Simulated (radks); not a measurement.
The numbers below are computed, except where a source is named.
Species: the iodine ion I49+. Configuration: [He] 2s2 (the NIST ground configuration).

Level of theory: Dirac Kohn-Sham, PBE, spin-unpolarised, spherical densities, point nucleus (a radial shooting solver on a logarithmic mesh with Libxc functionals).

Energy parts (Ry):
part                        energy
total                  -7145.45380
kinetic                 7771.07168
electron-nucleus      -15090.51772
Hartree                  265.17308
exchange-correlation     -91.18085

Orbitals (lengths in bohr, moments of r in powers of bohr):
orbital,occ.,eigenvalue (Ry),<r^2>,<r>,small-component weight
1s1/2,2,-2781.707,0.0009940,0.02710,3.83e-02
2s1/2,2,-670.9251,0.01429,0.1102,9.21e-03
2p1/2,0,-661.1338,0.01025,0.09174,9.13e-03
2p3/2,0,-635.4147,0.01128,0.09676,8.76e-03
3s1/2,0,-288.9585,0.07385,0.2545,3.95e-03
3d3/2,0,-275.9371,0.04863,0.2059,3.76e-03
3d5/2,0,-273.7781,0.04970,0.2084,3.73e-03

The highest occupied level is 2s1/2 at -9128.4 eV. For comparison, the ionisation energy in NIST's Atomic Spectra Database is 9196 eV (theoretical). In exact Kohn-Sham theory the highest level is minus the ionisation energy, but local and semilocal functionals leave it too shallow, through self-interaction and a potential that decays too fast; potentials with the right tail come closer. Summed over all electrons, <r^2> = 0.03057 bohr^2, which gives a Langevin (diamagnetic) susceptibility term of -0.0242 x 10^-6 cm^3/mol.
